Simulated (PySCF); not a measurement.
## Nonlinear optical response: `InChI=1S/C7H5BrO2/c8-6-3-1-5(2-4-6)7(9)10/h1-4H,(H,9,10)`

Molfile (atoms numbered from 1):
```
C7H5BrO2
     RDKit          3D

 15 15  0  0  0  0  0  0  0  0999 V2000
    2.5919   -1.5508   -0.0412 O   0  0  0  0  0  0  0  0  0  0  0  0
    2.1100   -0.4802   -0.3136 C   0  0  0  0  0  0  0  0  0  0  0  0
    2.8502    0.5635   -0.7119 O   0  0  0  0  0  0  0  0  0  0  0  0
    0.6590   -0.1716   -0.2498 C   0  0  0  0  0  0  0  0  0  0  0  0
   -0.2107   -1.1873    0.1595 C   0  0  0  0  0  0  0  0  0  0  0  0
   -1.5780   -0.9557    0.2406 C   0  0  0  0  0  0  0  0  0  0  0  0
   -2.0720    0.3068   -0.0930 C   0  0  0  0  0  0  0  0  0  0  0  0
   -3.9239    0.6336    0.0129 Br  0  0  0  0  0  0  0  0  0  0  0  0
   -1.2184    1.3312   -0.5039 C   0  0  0  0  0  0  0  0  0  0  0  0
    0.1488    1.0879   -0.5812 C   0  0  0  0  0  0  0  0  0  0  0  0
    3.7696    0.2576   -0.7190 H   0  0  0  0  0  0  0  0  0  0  0  0
    0.2102   -2.1624    0.4130 H   0  0  0  0  0  0  0  0  0  0  0  0
   -2.2611   -1.7442    0.5598 H   0  0  0  0  0  0  0  0  0  0  0  0
   -1.6249    2.3106   -0.7605 H   0  0  0  0  0  0  0  0  0  0  0  0
    0.8294    1.8783   -0.9007 H   0  0  0  0  0  0  0  0  0  0  0  0
  1  2  2  0
  2  3  1  0
  2  4  1  0
  4  5  1  0
  5  6  2  0
  6  7  1  0
  7  8  1  0
  7  9  2  0
  9 10  1  0
 10  4  2  0
  3 11  1  0
  5 12  1  0
  6 13  1  0
  9 14  1  0
 10 15  1  0
M  END
```

The calculation used quadratic response CAM-B3LYP/aug-cc-pVDZ first hyperpolarisability, Taylor convention, gas phase (PySCF 2.14.0). Geometry: PBE0-D3(BJ)/def2-SVP.

The calculation is non-relativistic, which matters for the atoms heavier than Zn.

**Question.** What is the first hyperpolarisability, and how does it disperse?

**Answer.** In 10⁻³⁰ esu, Taylor convention; the vector part is βᵢ = ⅓ Σⱼ (βᵢⱼⱼ + βⱼᵢⱼ + βⱼⱼᵢ); β∥ is 3/5 of the vector part along the dipole, the dipole points from − to +:
```
                   process  λ (nm)  β vector norm     β∥  β HRS  depolarisation ratio
           static β(0;0,0)       ∞           4.35  -0.35   2.08                  3.46
second harmonic β(−2ω;ω,ω)    1907           4.86  -0.38   2.29                  3.55
         Pockels β(−ω;ω,0)    1907           4.51  -0.36      –                     –
second harmonic β(−2ω;ω,ω)    1064           6.28  -0.46   2.90                  3.76
         Pockels β(−ω;ω,0)    1064           4.89  -0.38      –                     –
```

**Question.** Which lowest excitations, dipole and polarisabilities go with it?

**Answer.** S1 5.07 eV (f = 0.009); S2 5.20 eV (f = 0.001); S3 5.24 eV (f = 0.382); dipole 1.47 D; isotropic α 112.9 au static, 113.4 au at 1907 nm, 114.5 au at 1064 nm, 114.9 au at 953.5 nm, 120.1 au at 532 nm.
